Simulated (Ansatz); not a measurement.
A short molecular-dynamics run on CH₈N₂OSi, SMILES `NCO[SiH2]N`.

```yaml
crystal:
  periodic: [false, false, false]
  atoms:
    - {symbol: N, position_ang: [-2.245236, -0.222558, 1.272388]}
    - {symbol: C, position_ang: [-1.046023, -0.771268, 0.743334]}
    - {symbol: O, position_ang: [-0.241244, 0.199556, 0.083742]}
    - {symbol: Si, position_ang: [1.208098, -0.138024, -0.624158]}
    - {symbol: N, position_ang: [1.930294, 1.234797, -1.325264]}
    - {symbol: H, position_ang: [-2.041121, 0.505100, 1.945496]}
    - {symbol: H, position_ang: [-2.808975, 0.184738, 0.537182]}
    - {symbol: H, position_ang: [-1.307811, -1.566054, 0.034988]}
    - {symbol: H, position_ang: [-0.473735, -1.218221, 1.564753]}
    - {symbol: H, position_ang: [2.134707, -0.667427, 0.412919]}
    - {symbol: H, position_ang: [0.993176, -1.144403, -1.699023]}
    - {symbol: H, position_ang: [2.345952, 1.947449, -0.748449]}
    - {symbol: H, position_ang: [1.572417, 1.621514, -2.183007]}
basis:
  gaussian: {orbitals: "6-31G*"}
hamiltonian: {xc: {name: PBE}, dispersion: d3bj}
md: {timestep: 0.5 fs, n_steps: 50, ensemble: nve, temperature: 500, initial_velocities: maxwell_boltzmann, seed: 365}
```

```sh
$ ansatz run in.yaml --threads 4 --pin off --events-out ev --progress --plain --max-ram 10444MiB
```

| step | time (fs) | potential energy (eV) | kinetic (eV) | T (K) | conserved (eV) |
| --- | --- | --- | --- | --- | --- |
| 0 | 0.0 | -14061.3686 | 0.7109 | 500 | -14060.6576 |
| 1 | 0.5 | -14061.3269 | 0.6699 | 471 | -14060.6569 |
| 2 | 1.0 | -14061.2536 | 0.5980 | 421 | -14060.6556 |
| 3 | 1.5 | -14061.1703 | 0.5161 | 363 | -14060.6541 |
| 4 | 2.0 | -14061.0998 | 0.4466 | 314 | -14060.6532 |
| 5 | 2.5 | -14061.0575 | 0.4045 | 284 | -14060.6530 |
| 6 | 3.0 | -14061.0466 | 0.3931 | 276 | -14060.6535 |
| 7 | 3.5 | -14061.0598 | 0.4054 | 285 | -14060.6543 |
| 8 | 4.0 | -14061.0838 | 0.4287 | 301 | -14060.6551 |
| 9 | 4.5 | -14061.1057 | 0.4500 | 317 | -14060.6557 |
| 10 | 5.0 | -14061.1164 | 0.4606 | 324 | -14060.6558 |
| 11 | 5.5 | -14061.1130 | 0.4574 | 322 | -14060.6556 |
| 12 | 6.0 | -14061.0978 | 0.4426 | 311 | -14060.6552 |
| 13 | 6.5 | -14061.0770 | 0.4224 | 297 | -14060.6547 |
| 14 | 7.0 | -14061.0577 | 0.4034 | 284 | -14060.6543 |
| 15 | 7.5 | -14061.0451 | 0.3909 | 275 | -14060.6542 |
| 16 | 8.0 | -14061.0404 | 0.3861 | 272 | -14060.6543 |
| 17 | 8.5 | -14061.0406 | 0.3858 | 271 | -14060.6547 |
| 18 | 9.0 | -14061.0395 | 0.3844 | 270 | -14060.6551 |
| 19 | 9.5 | -14061.0316 | 0.3763 | 265 | -14060.6552 |
| 20 | 10.0 | -14061.0147 | 0.3597 | 253 | -14060.6550 |
| 21 | 10.5 | -14060.9927 | 0.3382 | 238 | -14060.6545 |
| 22 | 11.0 | -14060.9742 | 0.3204 | 225 | -14060.6539 |
| 23 | 11.5 | -14060.9688 | 0.3154 | 222 | -14060.6535 |
| 24 | 12.0 | -14060.9825 | 0.3290 | 231 | -14060.6535 |
| 25 | 12.5 | -14061.0144 | 0.3604 | 253 | -14060.6540 |
| 26 | 13.0 | -14061.0573 | 0.4026 | 283 | -14060.6547 |
| 27 | 13.5 | -14061.1008 | 0.4455 | 313 | -14060.6553 |
| 28 | 14.0 | -14061.1354 | 0.4797 | 337 | -14060.6557 |
| 29 | 14.5 | -14061.1547 | 0.4989 | 351 | -14060.6558 |
| 30 | 15.0 | -14061.1561 | 0.5003 | 352 | -14060.6558 |
| 31 | 15.5 | -14061.1403 | 0.4846 | 341 | -14060.6556 |
| 32 | 16.0 | -14061.1107 | 0.4554 | 320 | -14060.6553 |
| 33 | 16.5 | -14061.0728 | 0.4178 | 294 | -14060.6550 |
| 34 | 17.0 | -14061.0331 | 0.3786 | 266 | -14060.6545 |
| 35 | 17.5 | -14060.9988 | 0.3446 | 242 | -14060.6542 |
| 36 | 18.0 | -14060.9762 | 0.3223 | 227 | -14060.6539 |
| 37 | 18.5 | -14060.9697 | 0.3158 | 222 | -14060.6539 |
| 38 | 19.0 | -14060.9801 | 0.3260 | 229 | -14060.6541 |
| 39 | 19.5 | -14061.0044 | 0.3500 | 246 | -14060.6544 |
| 40 | 20.0 | -14061.0373 | 0.3825 | 269 | -14060.6548 |
| 41 | 20.5 | -14061.0728 | 0.4178 | 294 | -14060.6550 |
| 42 | 21.0 | -14061.1071 | 0.4519 | 318 | -14060.6552 |
| 43 | 21.5 | -14061.1373 | 0.4820 | 339 | -14060.6553 |
| 44 | 22.0 | -14061.1602 | 0.5046 | 355 | -14060.6556 |
| 45 | 22.5 | -14061.1705 | 0.5145 | 362 | -14060.6560 |
| 46 | 23.0 | -14061.1618 | 0.5057 | 356 | -14060.6562 |
| 47 | 23.5 | -14061.1307 | 0.4747 | 334 | -14060.6560 |
| 48 | 24.0 | -14061.0790 | 0.4235 | 298 | -14060.6555 |
| 49 | 24.5 | -14061.0147 | 0.3599 | 253 | -14060.6547 |
| 50 | 25.0 | -14060.9488 | 0.2948 | 207 | -14060.6540 |

Velocities are drawn at the set temperature; a run this short doesn't reach equilibrium.

Frames (Å, forces in eV/Å):

```xyz
13
time=0.0 fs
N    -2.245   -0.223    1.272   -0.295   -0.596    0.296
C    -1.046   -0.771    0.743   -0.061   -0.082    0.053
O    -0.241    0.200    0.084   -0.447    0.706    0.079
Si    1.208   -0.138   -0.624    0.256   -0.474   -0.031
N     1.930    1.235   -1.325    0.345   -0.086   -0.167
H    -2.041    0.505    1.945    0.136    0.420    0.316
H    -2.809    0.185    0.537   -0.256    0.256   -0.403
H    -1.308   -1.566    0.035   -0.118   -0.302   -0.224
H    -0.474   -1.218    1.565    0.170   -0.182    0.305
H     2.135   -0.667    0.413    0.243   -0.084    0.165
H     0.993   -1.144   -1.699    0.020   -0.177   -0.248
H     2.346    1.947   -0.748    0.218    0.390    0.325
H     1.572    1.622   -2.183   -0.209    0.210   -0.466
13
time=2.0 fs
N    -2.264   -0.228    1.279    0.318   -1.483    0.300
C    -1.051   -0.770    0.753   -0.599   -0.241   -1.660
O    -0.240    0.201    0.087   -0.479    0.673   -0.160
Si    1.218   -0.138   -0.636    0.050    0.681    2.204
N     1.931    1.230   -1.320   -0.136    0.087   -1.719
H    -2.018    0.496    1.905    0.398    1.219    1.359
H    -2.794    0.235    0.576   -0.686    0.362   -1.271
H    -1.306   -1.596    0.037    0.002    0.304    0.232
H    -0.446   -1.190    1.520    0.483   -0.671    1.387
H     2.115   -0.660    0.448    0.194   -0.057   -0.040
H     1.027   -1.056   -1.656   -0.291   -1.775   -1.918
H     2.291    1.937   -0.723    0.432    1.026    0.552
H     1.575    1.594   -2.223    0.313   -0.124    0.734
13
time=4.0 fs
N    -2.282   -0.236    1.286    0.339    0.646    0.482
C    -1.058   -0.769    0.758    0.100   -0.727   -1.429
O    -0.241    0.203    0.089   -0.491    0.532   -0.364
Si    1.227   -0.137   -0.646   -0.327    0.458    2.917
N     1.933    1.226   -1.319    0.514    1.286   -0.968
H    -1.983    0.527    1.910   -0.131   -0.087    0.355
H    -2.802    0.296    0.572    0.147   -0.472   -0.333
H    -1.304   -1.616    0.046    0.037    0.551    0.362
H    -0.404   -1.184    1.523   -0.257   -0.354    0.881
H     2.102   -0.654    0.481    0.088   -0.017   -0.294
H     1.050   -1.030   -1.682   -0.303   -1.907   -2.022
H     2.251    1.960   -0.680   -0.082    0.095   -0.440
H     1.588    1.564   -2.239    0.367   -0.005    0.852
13
time=6.0 fs
N    -2.299   -0.243    1.295    0.593    2.363    0.453
C    -1.064   -0.770    0.758    1.075   -0.799   -0.152
O    -0.242    0.207    0.091   -0.457    0.299   -0.487
Si    1.236   -0.136   -0.651   -0.891   -1.122    1.630
N     1.935    1.224   -1.320    1.193    1.731    0.698
H    -1.953    0.555    1.929   -0.701   -1.165   -0.535
H    -2.805    0.340    0.555    0.718   -1.122    0.529
H    -1.301   -1.616    0.068   -0.036    0.282    0.054
H    -0.371   -1.191    1.558   -1.161    0.159   -0.123
H     2.093   -0.649    0.503    0.023   -0.012   -0.460
H     1.063   -1.072   -1.779   -0.025   -0.450   -0.272
H     2.208    1.988   -0.653   -0.313   -0.610   -1.097
H     1.613    1.535   -2.226   -0.017    0.445   -0.238
13
time=8.0 fs
N    -2.315   -0.243    1.305    1.136    2.017    0.171
C    -1.068   -0.774    0.758    1.246   -0.259    0.904
O    -0.244    0.212    0.091   -0.359    0.039   -0.533
Si    1.244   -0.136   -0.655   -1.304   -2.078    0.432
N     1.941    1.228   -1.320    1.135    1.096    0.945
H    -1.948    0.543    1.931   -0.738   -0.973   -0.385
H    -2.783    0.344    0.555    0.446   -0.936    0.420
H    -1.299   -1.606    0.091   -0.154   -0.265   -0.455
H    -0.381   -1.194    1.590   -1.295    0.323   -0.563
H     2.085   -0.645    0.508    0.054   -0.061   -0.459
H     1.074   -1.133   -1.888    0.150    0.647    1.093
H     2.155    1.997   -0.664   -0.065   -0.156   -0.628
H     1.638    1.521   -2.221   -0.252    0.604   -0.942
13
time=10.0 fs
N    -2.327   -0.239    1.315    1.576   -0.213   -0.329
C    -1.067   -0.779    0.761    0.479    0.224    0.920
O    -0.248    0.216    0.090   -0.214   -0.218   -0.490
Si    1.250   -0.139   -0.658   -1.547   -2.133   -0.236
N     1.949    1.234   -1.318    0.424    0.222   -0.987
H    -1.969    0.497    1.921   -0.172    0.392    0.715
H    -2.745    0.314    0.568   -0.409   -0.008   -0.554
H    -1.303   -1.605    0.098   -0.159   -0.392   -0.579
H    -0.438   -1.185    1.604   -0.613    0.093   -0.254
H     2.079   -0.643    0.496    0.170   -0.156   -0.294
H     1.091   -1.171   -1.958    0.185    1.058    1.630
H     2.100    2.001   -0.698    0.255    0.989    0.465
H     1.656    1.529   -2.247    0.027    0.141   -0.005
13
time=12.0 fs
N    -2.335   -0.235    1.324    1.604   -1.795   -0.982
C    -1.065   -0.783    0.766   -0.826    0.447   -0.241
O    -0.252    0.220    0.088   -0.060   -0.487   -0.344
Si    1.254   -0.144   -0.661   -1.625   -1.633   -0.536
N     1.959    1.242   -1.318    0.124    0.552   -1.632
H    -1.997    0.465    1.937    0.246    1.358    1.373
H    -2.723    0.283    0.562   -0.866    0.625   -0.979
H    -1.313   -1.617    0.085    0.000    0.095   -0.131
H    -0.517   -1.173    1.609    0.546   -0.425    0.649
H     2.080   -0.647    0.473    0.299   -0.254   -0.059
H     1.115   -1.170   -1.966    0.140    1.050    1.635
H     2.053    2.039   -0.717    0.192    0.737    0.447
H     1.674    1.542   -2.273    0.227   -0.268    0.799
13
time=14.0 fs
N    -2.339   -0.235    1.331    1.459   -0.321   -1.197
C    -1.065   -0.785    0.771   -1.352    0.461   -0.695
O    -0.256    0.223    0.085    0.076   -0.748   -0.156
Si    1.256   -0.152   -0.664   -1.448   -0.688   -0.270
N     1.970    1.251   -1.322    0.177    1.520   -0.223
H    -2.019    0.478    1.999   -0.257    0.216   -0.011
H    -2.730    0.272    0.524   -0.355    0.218    0.272
H    -1.323   -1.625    0.067    0.134    0.513    0.327
H    -0.577   -1.177    1.637    1.059   -0.573    0.761
H     2.092   -0.661    0.447    0.332   -0.283    0.099
H     1.143   -1.130   -1.914    0.027    0.622    1.085
H     2.013    2.102   -0.722    0.073   -0.683   -0.380
H     1.699    1.547   -2.273    0.075   -0.254    0.387
13
time=16.0 fs
N    -2.338   -0.236    1.335    1.110    1.020   -1.125
C    -1.070   -0.787    0.774   -0.795    0.304    0.478
O    -0.259    0.225    0.082    0.194   -0.929   -0.017
Si    1.256   -0.161   -0.668   -0.974    0.851    0.989
N     1.980    1.264   -1.327    0.174    1.267    1.226
H    -2.050    0.500    2.061   -0.532   -0.856   -1.296
H    -2.751    0.269    0.495    0.141   -0.181    1.293
H    -1.328   -1.616    0.060    0.106    0.440    0.390
H    -0.599   -1.201    1.689    0.641   -0.076   -0.448
H     2.116   -0.685    0.425    0.204   -0.201    0.096
H     1.173   -1.068   -1.823   -0.158   -0.476   -0.349
H     1.977    2.141   -0.739    0.118   -1.158   -0.534
H     1.727    1.542   -2.260   -0.229   -0.004   -0.703
13
time=18.0 fs
N    -2.335   -0.235    1.335    0.805    0.786   -0.974
C    -1.077   -0.787    0.778   -0.167    0.474    1.610
O    -0.263    0.223    0.079    0.324   -0.980    0.048
Si    1.254   -0.169   -0.671   -0.417    2.557    2.711
N     1.991    1.280   -1.328   -0.105   -0.100    0.757
H    -2.100    0.493    2.078   -0.247   -0.801   -1.205
H    -2.768    0.262    0.512    0.094   -0.109    1.041
H    -1.329   -1.591    0.067   -0.056   -0.053    0.064
H    -0.597   -1.227    1.726    0.208    0.367   -1.328
H     2.147   -0.716    0.406   -0.028   -0.046   -0.010
H     1.196   -1.025   -1.747   -0.321   -1.850   -2.149
H     1.945    2.140   -0.774    0.137   -0.201    0.166
H     1.747    1.537   -2.270   -0.228   -0.043   -0.732
13
time=20.0 fs
N    -2.329   -0.232    1.333    0.729   -0.900   -1.000
C    -1.085   -0.785    0.787    0.064    0.761    1.619
O    -0.265    0.220    0.076    0.478   -0.890    0.061
Si    1.252   -0.173   -0.670   -0.080    2.560    2.430
N     2.002    1.296   -1.328   -0.452   -1.522   -0.938
H    -2.158    0.458    2.053    0.362    0.376    0.345
H    -2.783    0.251    0.565   -0.478    0.343   -0.300
H    -1.333   -1.567    0.076   -0.201   -0.473   -0.263
H    -0.585   -1.241    1.714    0.102    0.447   -1.205
H     2.178   -0.750    0.386   -0.244    0.106   -0.103
H     1.208   -1.048   -1.747   -0.319   -1.606   -1.930
H     1.918    2.134   -0.802    0.004    1.068    0.915
H     1.760    1.529   -2.305    0.037   -0.270    0.370
13
time=22.0 fs
N    -2.322   -0.231    1.328    0.499   -1.732   -0.964
C    -1.092   -0.781    0.801   -0.221    0.773    0.063
O    -0.267    0.215    0.073    0.626   -0.704    0.039
Si    1.250   -0.174   -0.666    0.028    1.213    0.541
N     2.012    1.308   -1.331   -0.690   -1.145   -0.770
H    -2.203    0.437    2.041    0.703    1.127    1.498
H    -2.816    0.252    0.608   -0.694    0.405   -1.087
H    -1.344   -1.560    0.076   -0.166   -0.315   -0.127
H    -0.569   -1.239    1.660    0.377    0.117   -0.142
H     2.200   -0.779    0.363   -0.358    0.196   -0.112
H     1.208   -1.129   -1.815   -0.230   -0.062   -0.146
H     1.891    2.161   -0.799    0.001    0.356    0.340
H     1.773    1.511   -2.328    0.125   -0.228    0.867
13
time=24.0 fs
N    -2.313   -0.234    1.320   -0.518    0.429    0.175
C    -1.100   -0.775    0.816   -0.470    0.500   -1.923
O    -0.267    0.207    0.070    0.710   -0.467   -0.025
Si    1.247   -0.173   -0.661    0.013    0.347   -0.808
N     2.020    1.317   -1.334   -0.782   -0.343    0.858
H    -2.222    0.451    2.077    0.531   -0.177    0.115
H    -2.871    0.266    0.616    0.234   -0.395   -0.257
H    -1.360   -1.565    0.073   -0.019    0.119    0.244
H    -0.538   -1.233    1.601    0.682   -0.307    0.998
H     2.208   -0.802    0.336   -0.336    0.199   -0.012
H     1.199   -1.213   -1.891   -0.151    0.981    1.009
H     1.865    2.200   -0.785    0.157   -0.940   -0.580
H     1.790    1.486   -2.321   -0.052    0.053    0.206
13
time=25.0 fs
N    -2.309   -0.236    1.316   -1.071    1.477    0.814
C    -1.105   -0.771    0.821   -0.194    0.155   -2.340
O    -0.266    0.203    0.069    0.709   -0.336   -0.069
Si    1.246   -0.173   -0.659   -0.020    0.169   -1.203
N     2.023    1.321   -1.336   -0.745   -0.355    1.587
H    -2.224    0.460    2.101    0.419   -0.803   -0.674
H    -2.898    0.270    0.613    0.725   -0.739    0.195
H    -1.369   -1.566    0.074    0.045    0.256    0.352
H    -0.513   -1.233    1.583    0.510   -0.281    1.078
H     2.207   -0.810    0.322   -0.279    0.171    0.075
H     1.192   -1.244   -1.917   -0.120    1.234    1.269
H     1.854    2.209   -0.784    0.198   -1.144   -0.747
H     1.798    1.473   -2.312   -0.177    0.196   -0.337
```

Run time 48 s (4 threads of an Arm Neoverse V2 on a shared host); peak host memory 0.15 GiB.
